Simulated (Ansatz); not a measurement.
`O=C[SiH2]F` + H₂ → `F[SiH3]` + `C=O` at 400 K and 1 bar (hydrogenolysis of the Si–C bond).

Program: Ansatz. Geometries: PBE0-D4/def2-TZVP. ΔE: electronic, gas phase. CCSD(T)/CBS adds triple-zeta CCSD(T) − MP2 to the extrapolated MP2 energy (def2 sets, frozen cores). This one scheme is used for every species. Each species was taken in one conformer, which may not be the lowest.

```json
{"species": "`O=C[SiH2]F`", "CCSD(T)/CBS energy (Eh)": "-503.92730", "H − E (kJ/mol)": "124.4", "S (J/(mol·K))": "334.1"}
{"species": "H₂", "CCSD(T)/CBS energy (Eh)": "-1.17544", "H − E (kJ/mol)": "38.0", "S (J/(mol·K))": "139.0"}
{"species": "`F[SiH3]`", "CCSD(T)/CBS energy (Eh)": "-390.72345", "H − E (kJ/mol)": "88.0", "S (J/(mol·K))": "253.8"}
{"species": "`C=O`", "CCSD(T)/CBS energy (Eh)": "-114.39408", "H − E (kJ/mol)": "83.9", "S (J/(mol·K))": "229.4"}
```

H − E and S are ideal-gas, rigid-rotor, harmonic terms from PBE0-D4/def2-TZVP, for one conformer and one mirror image of each species. For small species the MP2-based limit differs from directly extrapolated CCSD(T) by up to some mEh (0.8 for H₂); such offsets cancel only in part. 1 Eh = 2625.50 kJ/mol, R = 8.31446 J/(mol·K).

Q: By hand: ΔE, ΔH, ΔS and ΔG.

A: ΔE = (-390.72345) + (-114.39408) − (-503.92730) − (-1.17544) = -0.01479 Eh = -38.8 kJ/mol. Δ(H − E) = 88.0 + 83.9 − 124.4 − 38.0 = 9.5, so ΔH = -29.3 kJ/mol. ΔS = 253.8 + 229.4 − 334.1 − 139.0 = 10.1 J/(mol·K). ΔG = -29.3 − 400 × (10.1)/1000 = -33.3 kJ/mol.

Q: By hand: the equilibrium constant, and the temperature at which ΔG would vanish if ΔH and ΔS stayed fixed.

A: log₁₀ K = −ΔG/(RT ln 10) = 4.3. ΔH and −TΔS have one sign here, so there is no such temperature.

The number of gas molecules stays the same, so ΔS is small and ΔH decides. A doubt of 5 kJ/mol in ΔE shifts log₁₀ K by 0.7 here. Other conformers and mirror images would add mixing entropy, several J/(mol·K) or more a flexible species. These are equilibria of isolated gas molecules and say nothing of rates. Largest T1 diagnostic: 0.015 (customary marks: 0.02 for closed shells, 0.045 for open ones).

ΔS is within the doubt of such terms, so its sign, and with it that verdict, could turn.
